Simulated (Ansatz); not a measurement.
Geometry optimisation, UKS B3LYP/def2-SVP (Ansatz).

Input file:

```yaml
crystal:
  periodic: [false, false, false]
  atoms:
    - { symbol: Ga, position_ang: [0.001652, -0.00013, -0.084608] }
    - { symbol: H, position_ang: [0.005491, -2.4e-05, 1.490875] }
    - { symbol: H, position_ang: [1.366698, 5.8e-05, -0.867026] }
    - { symbol: H, position_ang: [-1.367568, 5.8e-05, -0.859617] }
    - { symbol: H, position_ang: [-0.006273, 3.9e-05, 3.350376] }
magnetization:
  spin_polarized: true
  initial_magnetization: 1
basis:
  gaussian: { orbitals: def2-SVP }
hamiltonian:
  xc: b3lyp
relax:
  f_tol: 0.03
  max_steps: 50
```

Command:

```bash
$ ansatz run input.yaml --threads 1 --pin off --max-ram 2048MiB --backend cpu --events-out ev --progress --plain --runs-dir out
```

Question: Where does it end, and by what steps?

Answer: The run converged. The force dipped under the threshold on the way, but the program's further checks kept it going. After 20 steps the energy has fallen by 1.071 eV; H2 moved furthest, 1.41 Å. Parted: Ga1–H2 (1.58 → 3.61 Å). Joined: H2–H5 (1.86 → 0.76 Å).

| step | energy less start (eV) | largest force component (eV/Å) | accepted |
| --- | --- | --- | --- |
| 0 | 0.0000 | 0.188 | yes |
| 1 | -0.0012 | 0.058 | yes |
| 2 | -0.0025 | 0.035 | yes |
| 3 | -0.0045 | 0.048 | yes |
| 4 | -0.0198 | 0.160 | yes |
| 5 | -0.0883 | 0.700 | yes |
| 6 | -0.3050 | 1.691 | yes |
| 7 | -0.5312 | 1.391 | yes |
| 8 | -0.7957 | 1.432 | yes |
| 9 | -0.9100 | 1.334 | yes |
| 10 | -0.9048 | 2.995 | no |
| 11 | -0.9747 | 0.141 | yes |
| 12 | -1.0103 | 0.121 | yes |
| 13 | -1.0404 | 0.074 | yes |
| 14 | -1.0489 | 0.344 | yes |
| 15 | -1.0646 | 0.039 | yes |
| 16 | -1.0648 | 0.404 | yes |
| 17 | -1.0698 | 0.033 | yes |
| 18 | -1.0704 | 0.007 | yes |
| 19 | -0.9467 | 2.134 | no |
| 20 | -1.0706 | 0.014 | yes |

```xyz
5
Properties=species:S:1:pos:R:3
Ga -0.003 -0.392 -0.725
H 0.000 -0.219 2.883
H 1.388 0.172 -1.295
H -1.388 0.175 -1.305
H 0.003 0.263 3.472
```

Whether the end is a true minimum wasn't checked by a vibrational analysis.

The run took 38 s on 1 thread of Arm Neoverse V1, on a shared host, peak memory 0.12 GiB.
